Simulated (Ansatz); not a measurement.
A short molecular-dynamics run on Rb₂F₂ (the lowest singlet isomer of a short search).

```yaml
crystal:
  periodic: [false, false, false]
  atoms:
    - {symbol: Rb, position_ang: [0.716844, 1.752347, -0.120229]}
    - {symbol: Rb, position_ang: [-0.715843, -1.752802, 0.119566]}
    - {symbol: F, position_ang: [0.839008, -0.245388, 1.425857]}
    - {symbol: F, position_ang: [-0.840010, 0.245843, -1.425183]}
basis:
  gaussian: {orbitals: def2-SVP}
hamiltonian: {xc: {name: revPBE}, dispersion: d3bjatm}
md: {timestep: 0.5 fs, n_steps: 15, ensemble: nvt_nose_hoover, temperature: 700, initial_velocities: maxwell_boltzmann, seed: 138}
scf: {omitted_lower_state_checks: [starts]}
```

```sh
$ ansatz run in.yaml --threads 4 --pin off --events-out ev --progress --plain --max-ram 3916MiB
```

```
step  time (fs)  potential energy (eV)  kinetic (eV)  T (K)  conserved (eV)
   0        0.0             -6744.1573        0.1810    700      -6743.9763
   1        0.5             -6744.1572        0.1809    700      -6743.9763
   2        1.0             -6744.1570        0.1807    699      -6743.9763
   3        1.5             -6744.1568        0.1805    698      -6743.9763
   4        2.0             -6744.1565        0.1802    697      -6743.9763
   5        2.5             -6744.1562        0.1799    696      -6743.9763
   6        3.0             -6744.1558        0.1795    694      -6743.9763
   7        3.5             -6744.1554        0.1791    693      -6743.9763
   8        4.0             -6744.1549        0.1786    691      -6743.9763
   9        4.5             -6744.1544        0.1781    689      -6743.9763
  10        5.0             -6744.1538        0.1775    686      -6743.9763
  11        5.5             -6744.1531        0.1768    684      -6743.9763
  12        6.0             -6744.1524        0.1761    681      -6743.9763
  13        6.5             -6744.1517        0.1754    678      -6743.9763
  14        7.0             -6744.1509        0.1746    675      -6743.9763
  15        7.5             -6744.1500        0.1737    672      -6743.9763
```

Velocities are drawn at the set temperature; a run this short doesn't reach equilibrium.

In the def2 sets Rb takes a core potential; there is no spin–orbit coupling.

Frames (Å, forces in eV/Å):

```xyz
4
time=0.0 fs
Rb    0.717    1.752   -0.120    0.007    0.018   -0.001
Rb   -0.716   -1.753    0.120   -0.008   -0.017    0.001
F     0.839   -0.245    1.426    0.000    0.000   -0.002
F    -0.840    0.246   -1.425    0.001    0.000    0.001
4
time=0.5 fs
Rb    0.717    1.751   -0.120    0.003    0.017   -0.004
Rb   -0.715   -1.751    0.119   -0.010   -0.021    0.002
F     0.839   -0.245    1.429   -0.002    0.001   -0.006
F    -0.843    0.246   -1.427    0.009    0.003    0.009
4
time=1.0 fs
Rb    0.717    1.749   -0.120   -0.001    0.017   -0.008
Rb   -0.714   -1.750    0.119   -0.012   -0.024    0.002
F     0.839   -0.244    1.431   -0.003    0.001   -0.010
F    -0.847    0.246   -1.429    0.016    0.006    0.016
4
time=1.5 fs
Rb    0.717    1.748   -0.120   -0.004    0.016   -0.012
Rb   -0.713   -1.749    0.119   -0.015   -0.027    0.003
F     0.838   -0.244    1.434   -0.005    0.002   -0.014
F    -0.850    0.246   -1.431    0.024    0.009    0.023
4
time=2.0 fs
Rb    0.716    1.746   -0.120   -0.008    0.016   -0.015
Rb   -0.712   -1.747    0.118   -0.017   -0.030    0.003
F     0.838   -0.244    1.437   -0.006    0.002   -0.018
F    -0.854    0.246   -1.433    0.031    0.012    0.030
4
time=2.5 fs
Rb    0.716    1.745   -0.120   -0.011    0.016   -0.018
Rb   -0.711   -1.746    0.118   -0.019   -0.034    0.003
F     0.838   -0.243    1.439   -0.008    0.003   -0.023
F    -0.857    0.246   -1.435    0.038    0.015    0.038
4
time=3.0 fs
Rb    0.716    1.744   -0.119   -0.015    0.015   -0.022
Rb   -0.710   -1.745    0.118   -0.022   -0.037    0.004
F     0.838   -0.243    1.442   -0.009    0.003   -0.027
F    -0.861    0.246   -1.437    0.046    0.018    0.045
4
time=3.5 fs
Rb    0.716    1.742   -0.119   -0.019    0.015   -0.025
Rb   -0.709   -1.743    0.118   -0.024   -0.040    0.004
F     0.838   -0.242    1.445   -0.010    0.004   -0.031
F    -0.864    0.246   -1.439    0.053    0.021    0.052
4
time=4.0 fs
Rb    0.716    1.741   -0.119   -0.022    0.015   -0.028
Rb   -0.709   -1.742    0.117   -0.026   -0.043    0.004
F     0.838   -0.242    1.447   -0.012    0.005   -0.035
F    -0.868    0.246   -1.441    0.060    0.023    0.059
4
time=4.5 fs
Rb    0.716    1.739   -0.119   -0.025    0.015   -0.032
Rb   -0.708   -1.740    0.117   -0.028   -0.046    0.005
F     0.837   -0.241    1.450   -0.013    0.005   -0.039
F    -0.871    0.246   -1.443    0.067    0.026    0.066
4
time=5.0 fs
Rb    0.716    1.738   -0.119   -0.029    0.015   -0.035
Rb   -0.707   -1.739    0.117   -0.031   -0.049    0.005
F     0.837   -0.241    1.453   -0.015    0.006   -0.043
F    -0.875    0.246   -1.445    0.074    0.029    0.073
4
time=5.5 fs
Rb    0.716    1.736   -0.119   -0.032    0.015   -0.038
Rb   -0.706   -1.738    0.116   -0.033   -0.052    0.005
F     0.837   -0.240    1.455   -0.016    0.006   -0.047
F    -0.878    0.246   -1.446    0.081    0.031    0.080
4
time=6.0 fs
Rb    0.716    1.735   -0.119   -0.035    0.015   -0.041
Rb   -0.705   -1.736    0.116   -0.035   -0.055    0.006
F     0.837   -0.240    1.458   -0.017    0.007   -0.051
F    -0.881    0.246   -1.448    0.088    0.034    0.086
4
time=6.5 fs
Rb    0.716    1.733   -0.119   -0.038    0.015   -0.044
Rb   -0.704   -1.735    0.116   -0.037   -0.058    0.006
F     0.837   -0.240    1.460   -0.019    0.007   -0.055
F    -0.885    0.246   -1.450    0.095    0.036    0.093
4
time=7.0 fs
Rb    0.715    1.732   -0.118   -0.042    0.015   -0.047
Rb   -0.703   -1.734    0.115   -0.040   -0.061    0.006
F     0.836   -0.239    1.463   -0.020    0.007   -0.059
F    -0.888    0.246   -1.452    0.101    0.038    0.100
4
time=7.5 fs
Rb    0.715    1.730   -0.118   -0.045    0.016   -0.050
Rb   -0.702   -1.732    0.115   -0.042   -0.064    0.006
F     0.836   -0.239    1.466   -0.021    0.008   -0.063
F    -0.892    0.246   -1.454    0.108    0.040    0.106
```

Run time 11 s (4 threads of Arm Neoverse V2 on a shared host).
